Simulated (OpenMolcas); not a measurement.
Eu3+ in a ligand field

Eu3+ with 6 ligands (fluoride) in octahedral coordination (Oh) at 2.26 Å. A charge of +0.5 e stands 2.4 Å behind each ligand. Ligand basis ANO-RCC-VDZP.

* Program: OpenMolcas 26.06
* Method: CASSCF
* Basis: ANO-RCC-VTZP [8s7p5d3f2g1h]
* Scalar Hamiltonian: DKH2, point nucleus
* Active space: 6 electrons in 7 orbitals (4f)
* State averaging: 2S+1 = 7 even, 7 roots; 2S+1 = 5 even, 77 roots kept (CI in the orbitals of an earlier block); 2S+1 = 3 even, 3 roots kept (CI in the orbitals of an earlier block)
* Spin-orbit coupling: state interaction with AMFI integrals over the reference wave functions

The lowest spin-free states (labels of O, the rotations of Oh), above the lowest:

```csv
State,Degeneracy,E (cm-1),Free-ion L (%)
7T1,3,0.0,F (100)
7T2,3,582.6,F (100)
7A2,1,789.7,F (100)
5T2,3,24394,D (100)
5E,2,24552,D (100)
5T2,3,27545,L (100)
5E,2,27587,L (99)
5T1,3,27699,L (99)
5T2,3,27953,L (97)
5E,2,28319,L (99)
5T1,3,28348,L (99)
5A1,1,28395,L (99)
5A1,1,29070,G (99)
5T1,3,29101,G (99)
5E,2,29135,G (98)
5T2,3,29466,G (97)
5T1,3,33340,H (100)
5T2,3,33614,H (100)
5E,2,33933,H (100)
5T1,3,34032,H (100)
```

The lowest levels with spin-orbit coupling:

```json
{"E (cm-1)": "0.0", "Degeneracy": "1", "Label": "A1", "2S+1": "7", "J": "0.19", "|mJ| (%)": "0 (100)"}
{"E (cm-1)": "362.9", "Degeneracy": "3", "Label": "T1", "2S+1": "7", "J": "1.09", "|mJ| (%)": "1 (66)"}
{"E (cm-1)": "896.5", "Degeneracy": "2", "Label": "E", "2S+1": "7", "J": "2.04", "|mJ| (%)": "2 (50)"}
{"E (cm-1)": "1103", "Degeneracy": "3", "Label": "T2", "2S+1": "7", "J": "2.11", "|mJ| (%)": "1 (65)"}
{"E (cm-1)": "1857", "Degeneracy": "1", "Label": "A2", "2S+1": "7", "J": "3.03", "|mJ| (%)": "2 (100)"}
{"E (cm-1)": "1933", "Degeneracy": "3", "Label": "T2", "2S+1": "7", "J": "3.00", "|mJ| (%)": "1 (42)"}
{"E (cm-1)": "1994", "Degeneracy": "3", "Label": "T1", "2S+1": "7", "J": "3.03", "|mJ| (%)": "3 (41)"}
{"E (cm-1)": "2776", "Degeneracy": "3", "Label": "T2", "2S+1": "7", "J": "3.98", "|mJ| (%)": "3 (57)"}
{"E (cm-1)": "3065", "Degeneracy": "2", "Label": "E", "2S+1": "7", "J": "4.03", "|mJ| (%)": "2 (50)"}
{"E (cm-1)": "3071", "Degeneracy": "3", "Label": "T1", "2S+1": "7", "J": "4.02", "|mJ| (%)": "1 (57)"}
{"E (cm-1)": "3077", "Degeneracy": "1", "Label": "A1", "2S+1": "7", "J": "4.00", "|mJ| (%)": "0 (58)"}
{"E (cm-1)": "4001", "Degeneracy": "3", "Label": "T1", "2S+1": "7", "J": "4.97", "|mJ| (%)": "3 (59)"}
{"E (cm-1)": "4036", "Degeneracy": "3", "Label": "T2", "2S+1": "7", "J": "5.05", "|mJ| (%)": "2 (33)"}
{"E (cm-1)": "4040", "Degeneracy": "2", "Label": "E", "2S+1": "7", "J": "4.99", "|mJ| (%)": "2 (50)"}
{"E (cm-1)": "4281", "Degeneracy": "3", "Label": "T1", "2S+1": "7", "J": "5.01", "|mJ| (%)": "5 (34)"}
{"E (cm-1)": "5193", "Degeneracy": "2", "Label": "E", "2S+1": "7", "J": "5.97", "|mJ| (%)": "0 (43)"}
{"E (cm-1)": "5220", "Degeneracy": "3", "Label": "T2", "2S+1": "7", "J": "5.97", "|mJ| (%)": "1 (53)"}
{"E (cm-1)": "5287", "Degeneracy": "1", "Label": "A2", "2S+1": "7", "J": "5.98", "|mJ| (%)": "2 (69)"}
{"E (cm-1)": "5478", "Degeneracy": "3", "Label": "T2", "2S+1": "7", "J": "5.97", "|mJ| (%)": "5 (40)"}
{"E (cm-1)": "5514", "Degeneracy": "3", "Label": "T1", "2S+1": "7", "J": "5.98", "|mJ| (%)": "4 (33)"}
```

Powder χT (cm3 K/mol): 0.0116 at 2 K, 0.0578 at 10 K, 0.289 at 50 K, 0.578 at 100 K, 1.06 at 200 K, 1.35 at 300 K. The effective moment at 300 K is 2.828 √(χT) = 3.29 μB.

Hund's rules give f6 a J = 0 ground level with no moment of its own; the computed χT of 1.353 cm3 K/mol at 300 K comes from higher levels.

Metal share of the active 4f orbitals (Löwdin): 99, 99, 99, 100, 100, 100, 100 %; Mulliken charge of the metal 2.37.

High states are left out of the spin-orbit mixing, which shifts the levels that they would mix with. Without dynamic correlation the ligand-field splitting of an f shell can come out too small, at times by half. The first state left out of the spin-orbit step lies near 46000 cm-1 above the lowest spin-free state of the reference (among the parities and spins computed), and the lists stop at four fifths of that energy or lower. No measured value stands beside these numbers; the geometry was imposed, not optimised, and the real ion may take another.
